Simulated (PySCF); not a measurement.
# Correlation energy of Nb⁺ (niobium, charge +1)

[Kr] 4d3 5p1, one real determinant (an excited configuration). Computed with PySCF 2.14 in ANO-RCC-VTZP (7s6p4d2f1g, 68 functions), with scalar relativity by spin-free X2C-1e. Frozen: [Ar] 3d10; 12 electrons correlated.

```tsv
level	correlation energy (mhartree)
CCSD	-301.73
(T)	-7.75
CCSD(T)	-309.48
```

Diagnostics: T1 = 0.0089, D1 = 0.0387, largest double amplitude 0.045.

Question: Is a single reference adequate?

Answer: Yes, within this model without spin-orbit coupling: T1 lies below 0.03 and no double amplitude reaches 0.07.

The basis was made for the ground configuration and has no added diffuse functions, which can raise the energy of the promoted electron.

The reference is one real determinant that mixes LS terms of this configuration.
